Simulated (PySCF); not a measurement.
Computed shifts of a molecule C₂H₈F₂Si₂, PySCF with PBE/pcSseg-1, GIAO, gas phase, atoms alike by connectivity averaged where their shifts nearly agree, in ppm (number of nuclei): ¹⁹F: -129.8 (1), -149.2 (1). ¹³C: 129.5 (1), 14.6 (1). ²⁹Si: -71.9 (1), -76.1 (1). ¹H: 6.70 (1), 4.34 (3), 4.21 (3), 1.29 (1). References: ¹⁹F against CFCl3 (σ = 133.6 ppm); ¹³C against TMS (σ = 182.0 ppm); ²⁹Si against TMS (σ = 335.4 ppm); ¹H against TMS (σ = 31.49 ppm), references at their B3LYP-D3(BJ)/def2-TZVP geometries, non-relativistic. The structure is a stationary point at B3LYP-D3(BJ)/def2-SVP. One conformer was computed; it need not be the lowest.

Identify the compound among the candidates.
A) FC[SiH2]C[SiH2]F
B) FC(F)C([SiH3])[SiH3]
C) C[Si@H](F)[Si@H](C)F
D) C[SiH2][SiH2]C(F)F

B, FC(F)C([SiH3])[SiH3]
